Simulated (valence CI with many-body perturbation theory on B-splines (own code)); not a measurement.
Co XIII: one-electron terms

Level of theory: configuration interaction combined with many-body perturbation theory (CI+MBPT): five valence electrons over a frozen Dirac-Fock core [Ne], a basis of 11 s, 11 p, 10 d, 8 f, 5 g, 2 h functions for each j, with the one-electron correlation potential Σ1, the two-electron term Σ2, the three-electron term Σ3, Breit, model QED; selected CI, second order for the rest, scaled by the run's own slope (own B-spline code, finite nucleus).

No measured levels were compared; by estimate levels of excited configurations hold to 0.05 to 0.15 % of their energy, terms of the ground configuration to about 0.5 %. Among the levels kept, up to 3200 cm⁻¹ of a level comes from second order outside the variational space, and about a tenth of that is noise between levels of different J, which matters for small intervals.

These are the spectroscopic orbitals of the CI (the correlating ones are not listed), shaped by the core and the other valence electrons. h is the expectation value of the core's Dirac-Fock operator, without the valence repulsion; Σ1 is computed up to l = 3 at one energy for each symmetry, that of its lowest orbital but kept below the first core excitation, so for empty shells it is not the orbital's own correlation shift; Breit and QED include the response of the core.

| Orbital | h (hartree) | Σ1 (cm⁻¹) | Breit (cm⁻¹) | QED (cm⁻¹) | ⟨r⟩ (bohr) |
| --- | --- | --- | --- | --- | --- |
| 3s1/2 | -19.998 | -4990 | 972 | 642 | 0.6794 |
| 4s1/2 | -10.461 | -1426 | 330 | 222 | 1.350 |
| 5s1/2 | -6.406 | -601 | 147 | 99 | 2.264 |
| 6s1/2 | -4.3269 | -315 | 78.7 | 53.4 | 3.403 |
| 7s1/2 | -3.1179 | -186 | 47.2 | 32.1 | 4.772 |
| 8s1/2 | -2.3531 | -119 | 30.5 | 20.8 | 6.371 |
| 3p1/2 | -18.631 | -5672 | 1507 | -55.0 | 0.6766 |
| 4p1/2 | -9.8918 | -1636 | 519 | -18.5 | 1.386 |
| 5p1/2 | -6.1265 | -714 | 240 | -8.5 | 2.330 |
| 6p1/2 | -4.1691 | -381 | 131 | -4.6 | 3.501 |
| 7p1/2 | -3.0202 | -228 | 79.7 | -2.8 | 4.902 |
| 8p1/2 | -2.2886 | -148 | 52.0 | -1.8 | 6.532 |
| 3p3/2 | -18.512 | -5541 | 929 | -5.0 | 0.6818 |
| 4p3/2 | -9.8455 | -1609 | 316 | -1.4 | 1.393 |
| 5p3/2 | -6.1039 | -704 | 147 | -0.6 | 2.339 |
| 6p3/2 | -4.1564 | -376 | 80.5 | -0.3 | 3.512 |
| 7p3/2 | -3.0124 | -225 | 48.8 | -0.2 | 4.915 |
| 8p3/2 | -2.2834 | -146 | 31.8 | -0.1 | 6.547 |
| 3d3/2 | -16.653 | -6262 | 499 | -29.1 | 0.6362 |
| 4d3/2 | -9.1118 | -1619 | 172 | -9.8 | 1.411 |
| 5d3/2 | -5.7513 | -715 | 82.7 | -4.7 | 2.402 |
| 6d3/2 | -3.9586 | -384 | 46.2 | -2.6 | 3.621 |
| 7d3/2 | -2.8902 | -231 | 28.4 | -1.6 | 5.071 |
| 3d5/2 | -16.634 | -6178 | 188 | -17.9 | 0.6375 |
| 4d5/2 | -9.1039 | -1597 | 64.5 | -5.8 | 1.413 |
| 5d5/2 | -5.7472 | -705 | 31.2 | -2.7 | 2.404 |
| 6d5/2 | -3.9562 | -378 | 17.4 | -1.5 | 3.624 |
| 7d5/2 | -2.8888 | -228 | 10.7 | -0.9 | 5.073 |
| 4f5/2 | -8.7306 | -747 | 4.9 | -1.2 | 1.310 |
| 5f5/2 | -5.5625 | -397 | 3.6 | -0.7 | 2.333 |
| 6f5/2 | -3.8511 | -232 | 2.4 | -0.4 | 3.586 |
| 7f5/2 | -2.8233 | -147 | 1.6 | -0.3 | 5.068 |
| 4f7/2 | -8.7279 | -743 | -0.5 | 0.1 | 1.310 |
| 5f7/2 | -5.5611 | -395 | -0.3 | -0.1 | 2.334 |
| 6f7/2 | -3.8503 | -231 | -0.2 | -0.1 | 3.587 |
| 7f7/2 | -2.8227 | -146 | -0.1 | 0.0 | 5.069 |
| 5g7/2 | -5.4776 |  | 0.0 | -0.2 | 2.102 |
| 6g7/2 | -3.806 |  | 0.0 | -0.1 | 3.364 |
| 7g7/2 | -2.7961 |  | 0.0 | -0.1 | 4.859 |
| 5g9/2 | -5.4769 |  | 0.0 | 0.1 | 2.102 |
| 6g9/2 | -3.8056 |  | 0.0 | 0.1 | 3.364 |
| 7g9/2 | -2.7958 |  | 0.0 | 0.1 | 4.859 |
| 6h9/2 | -3.7931 |  |  |  | 2.998 |
| 6h11/2 | -3.7928 |  |  |  | 2.998 |

Among the shells of the start configuration 3s2 3p3, Σ1 is largest in size for 3p1/2, where it is 0.14 % of h.

Lowest root of each symmetry, sizes in configuration state functions:

| J | Parity | Roots | Reference | Variational | Second order | Change by selected CI (cm⁻¹) | Change by second order (cm⁻¹) |
| --- | --- | --- | --- | --- | --- | --- | --- |
| 1/2 | even | 12 | 107 | 31938 | 1704815 | -9599 | -259 |
| 3/2 | even | 18 | 170 | 31990 | 3310525 | -9055 | -758 |
| 5/2 | even | 16 | 175 | 31905 | 3663759 | -8893 | -967 |
| 7/2 | even | 10 | 128 | 31911 | 4078784 | -12991 | -1191 |
| 9/2 | even | 5 | 79 | 31807 | 3333234 | -13309 | -1005 |
| 11/2 | even | 2 | 34 | 32523 | 2502708 | -9434 | -557 |
| 13/2 | even | 2 | 13 | 32895 | 2220830 | -9718 | -295 |
| 1/2 | odd | 22 | 84 | 31922 | 1585744 | -12986 | -724 |
| 3/2 | odd | 33 | 138 | 31942 | 3004437 | -9492 | -886 |
| 5/2 | odd | 31 | 139 | 31938 | 3693344 | -11277 | -1596 |
| 7/2 | odd | 24 | 108 | 31702 | 5607999 | -7620 | -932 |
| 9/2 | odd | 12 | 63 | 31862 | 5162197 | -7774 | -779 |
| 11/2 | odd | 4 | 30 | 31837 | 4019890 | -14692 | -1177 |
